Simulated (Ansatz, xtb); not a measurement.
Relative energy of two isomers of C2H10GeSSi

Structure I: `CC[SiH2][GeH2][SH]`, a singlet. Structure II: `[CH3][GeH]([CH3])[S][SiH3]`, a singlet. Both are isolated molecules in the gas phase, relaxed with r2SCAN-D4/def2-SVP; each stands in its lowest conformer found.

**Question.** Estimate which is lower in electronic energy at CCSD(T)/def2-SVP + ΔMP2/def2-TZVPP, and by roughly how much.

**Answer.** The CCSD(T)/def2-SVP + ΔMP2/def2-TZVPP calculation puts structure II lower, by 21.3 kcal/mol.

Level by level:

| level | geometry | E(II) − E(I) (kcal/mol) | departure from the last row (kcal/mol) | job, with rough time for the two |
| --- | --- | --- | --- | --- |
| GFN2-xTB | GFN2-xTB | −12.0 | +9.3 | optimisation, 0.3 s |
| HF/STO-3G | GFN2-xTB | −14.1 | +7.2 | single point, 0.48 s |
| r2SCAN-D4/def2-SVP//GFN2-xTB | GFN2-xTB | −17.1 | +4.2 | single point, 4.4 s |
| r2SCAN-D4/def2-SVP | r2SCAN-D4/def2-SVP | −16.5 | +4.8 | optimisation, 2.1 min |
| HF/def2-SVP | r2SCAN-D4/def2-SVP | −18.9 | +2.5 | part of the CCSD(T) run |
| MP2/def2-SVP | r2SCAN-D4/def2-SVP | −18.5 | +2.8 | part of the CCSD(T) run |
| CCSD(T)/def2-SVP | r2SCAN-D4/def2-SVP | −16.0 | +5.4 | single point |
| CCSD(T)/def2-SVP + ΔMP2/def2-TZVPP | r2SCAN-D4/def2-SVP | −21.3 |  | single point, 71 s |

As drawn, II has 2 C–Ge, 1 S–Si, 1 C–H, 1 Si–H in place of 1 C–C, 1 C–Si, 1 Ge–Si, 1 Ge–H, 1 S–H.

None of the levels shown reverses the order. The largest departure from CCSD(T)/def2-SVP + ΔMP2/def2-TZVPP is that of GFN2-xTB, 9.3 kcal/mol. The last row adds to CCSD(T) the change of the MP2 difference between the two basis sets, here −5.4 kcal/mol, a large step that makes the value less sure.

With thermal terms from frequencies at re-optimised GFN2-xTB minima (ideal gas, soft modes damped towards free rotors, one conformer each, 298.15 K, 1 atm): the zero-point term adds +0.4 kcal/mol; ΔH is −20.6 and ΔG −21.4 kcal/mol.

The correlated steps freeze 21 core orbitals; the filled d shell of Ge is correlated, in a basis made for valence electrons. Run with Ansatz 0.2.0, xtb 6.7.1; the last row on 4 threads of Arm Neoverse V1 on a shared host.
